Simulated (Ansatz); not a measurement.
Gas-phase electronic energies from Ansatz, PBE0-D4/def2-TZVP geometries. CCSD(T)/CBS is the MP2 limit (def2-TZVPP, def2-QZVPP) plus CCSD(T) − MP2 in def2-TZVPP, frozen cores. This one scheme is used for every species. DFT in def2-TZVPP. For Br outer-core shells are correlated without core-valence functions, which leaves a few kJ/mol of doubt a bond. Scalar relativity is left out up to krypton. Each species was taken in one conformer, which may not be the lowest.

`[F][Al]([SH])[Br]` + H₂ → `[SH][AlH][Br]` + H–F  (hydrogenolysis of the Al–F bond)

```csv
level,ΔE (kJ/mol),difference from CCSD(T)/CBS
LDA (SPW92),147.6,-9.6
BLYP-D4,163.0,5.8
r2SCANh-D4,162.5,5.3
r2SCAN0-D4,159.3,2.1
B2PLYP,160.4,3.2
revPBE,149.1,-8.1
BHLYP,156.8,-0.4
LC-ωPBE,153.4,-3.8
HF/def2-TZVPP,150.8,-6.4
MP2/def2-TZVPP,161.6,4.4
CCSD(T)/CBS,157.2,0
```

Largest T1 diagnostic among the species: 0.010.

In def2-TZVPP, CCSD(T) changes the Hartree–Fock value by +4.6 kJ/mol (the triples alone add +1.6 kJ/mol) and MP2 by +10.7 kJ/mol. Leaving LDA and LC-ωPBE aside and taking each functional with its dispersion term where it has one, the values, not all of them listed here, spread over 16.6 kJ/mol, from HSE06-D4 to r2SCAN-D4. From r2SCAN to r2SCAN0 (25 % exact exchange), in def2-TZVPP and without D4, ΔE moves by −5.6 kJ/mol.
